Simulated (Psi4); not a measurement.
Approach curve of the dimer CH3Cl ··· H4Si (SMILES CCl and [SiH4]). Monomers: optimised at B3LYP-D3(BJ) (def2-TZVP), held rigid. Orientation: a higher rigid-body minimum at GFN2-xTB. Only R, the distance of the centres of mass, is varied, so the lowest point isn't the relaxed dimer.

Geometry at R = 4.80 Å (first 5 atoms: monomer A):
```
10

C     -0.1538    -0.0004     0.0011
Cl     1.6405     0.0046    -0.0120
H     -0.4875    -0.4769     0.9179
H     -0.5004    -0.5554    -0.8653
H     -0.4988     1.0282    -0.0416
Si    -2.1751    -2.4514     2.5193
H     -3.0338    -1.7829     1.5157
H     -1.5711    -1.4334     3.4084
H     -1.1023    -3.2025     1.8290
H     -2.9929    -3.3867     3.3241
```

Levels of theory: MP2/aug-cc-pVDZ = DF-MP2/aug-cc-pVDZ, frozen core, counterpoise-corrected (Psi4); PBE/def2-TZVP, counterpoise-corrected (Psi4); wB97X-D/def2-TZVP, counterpoise-corrected (Psi4).

Interaction energies in kcal/mol:

```
R / Å  MP2/aug-cc-pVDZ  PBE/def2-TZVP
-----  ---------------  -------------
4.22              1.66           1.63
4.39              0.65           0.79
4.60              0.03           0.26
4.80             -0.21           0.02
4.96             -0.27          -0.07
5.23             -0.28          -0.12
5.51             -0.23          -0.11
5.79             -0.18          -0.08
6.28             -0.10          -0.03
6.98             -0.05           0.00
8.04             -0.02           0.01
9.34              0.00           0.00
```

Question: What does wB97X-D/def2-TZVP give at the same points?

Answer: 4.22: 1.01; 4.39: 0.17; 4.60: -0.30; 4.80: -0.43; 4.96: -0.44; 5.23: -0.38; 5.51: -0.30; 5.79: -0.23; 6.28: -0.13; 6.98: -0.06; 8.04: -0.02; 9.34: -0.01 (kcal/mol).
